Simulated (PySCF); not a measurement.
# Trend along the fifth-period p block: MBe molecules

PBE0 with double-zeta basis sets in PySCF, for the lowest determinant that a PBE0 search found; no spin–orbit coupling. De refers to high-spin ground-configuration atoms. A positive dipole means M(−)Be(+).

```
 M       basis  state (unpaired electrons)  Re (Å)  ωe (cm⁻¹)  De (eV)  μ (D)
Sn  x2c-SVPall              triplet (π ↑↑)   2.358        450     1.29   1.37
Sb  x2c-SVPall         quartet (σ ↑, π ↑↑)   2.405        459     1.24  -0.31
 I    def2-SVP               doublet (σ ↑)   2.207        599     2.85   0.59
```

The shortest bond is that of BeI (2.207 Å), the longest that of BeSb (2.405 Å).

The rows differ in basis set, which adds steps of its own.

The state changes along the series, so neighbouring rows are not always alike in their bonding.

These are scalar-relativistic numbers at best; spin–orbit coupling would shift them, the dissociation energy most. States were picked by a PBE0 search and need not be the measured ground states.
